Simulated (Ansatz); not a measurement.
Total energies of `CC1B[Te]1`.

```xyz
9

C     0.901   -0.132    0.706
C     0.066    0.094   -0.526
B    -1.417   -0.224   -0.611
Te   -1.328    1.866   -0.537
H     1.722    0.584    0.779
H     0.304   -0.063    1.616
H     1.337   -1.137    0.663
H     0.636    0.104   -1.453
H    -2.222   -1.092   -0.637
```

The species carries charge 0 and has multiplicity 1. Correlated methods include outer-core shells of Te, which these sets cover unevenly. Te takes the def2 core potential. The structure was optimised at the PBE0-D4/def2-TZVP level. Basis def2-TZVPP, the Gaussian-basis code of Ansatz.

RPA on PBE orbitals: Hartree–Fock energy of these orbitals -370.29794 Eh, correlation -1.34466 Eh (frozen core).

| functional | energy without D4 (Eh) | D4 term (kJ/mol) |
| --- | --- | --- |
| PBE | -371.95242 | -19.5 |
| revPBE | -372.12879 | -57.6 |
| r2SCAN | -372.15018 | -4.4 |
| B97M-V | -372.11518 | – |
| r2SCANh | -372.13488 | -4.8 |
| r2SCAN0 | -372.11283 | -5.3 |
| HSE06 (plane-wave form) | -371.97938 | -15.4 |
| CAM-B3LYP | -372.03531 | -16.8 |
| LC-ωPBE | -372.06188 | – |
| ωB97M-V | -372.02100 | – |

**Question.** Give the same for LDA (SPW92), BLYP, PBE0, B3LYP, BHLYP, ωB97X-V, B2PLYP, PBE-QIDH. (An estimate is asked.)

**Answer.** Ansatz gave: 
```json
{"functional": "LDA (SPW92)", "energy without D4 (Eh)": "-370.69013", "D4 term (kJ/mol)": "–"}
{"functional": "BLYP", "energy without D4 (Eh)": "-372.00130", "D4 term (kJ/mol)": "-43.1"}
{"functional": "PBE0", "energy without D4 (Eh)": "-371.98773", "D4 term (kJ/mol)": "-16.4"}
{"functional": "B3LYP", "energy without D4 (Eh)": "-372.20875", "D4 term (kJ/mol)": "-31.9"}
{"functional": "BHLYP", "energy without D4 (Eh)": "-371.98516", "D4 term (kJ/mol)": "-25.8"}
{"functional": "ωB97X-V", "energy without D4 (Eh)": "-372.06253", "D4 term (kJ/mol)": "–"}
{"functional": "B2PLYP", "energy without D4 (Eh)": "-371.83348", "D4 term (kJ/mol)": "–"}
{"functional": "PBE-QIDH", "energy without D4 (Eh)": "-371.80897", "D4 term (kJ/mol)": "–"}
```

B3LYP takes the VWN-RPA correlation (the form of Gaussian; ORCA's B3LYP/G). HSE06 is the plane-wave form, built on full-range PBE exchange. The double hybrids freeze the cores in their second-order part.

LC-ωPBE has ω = 0.4 bohr⁻¹.
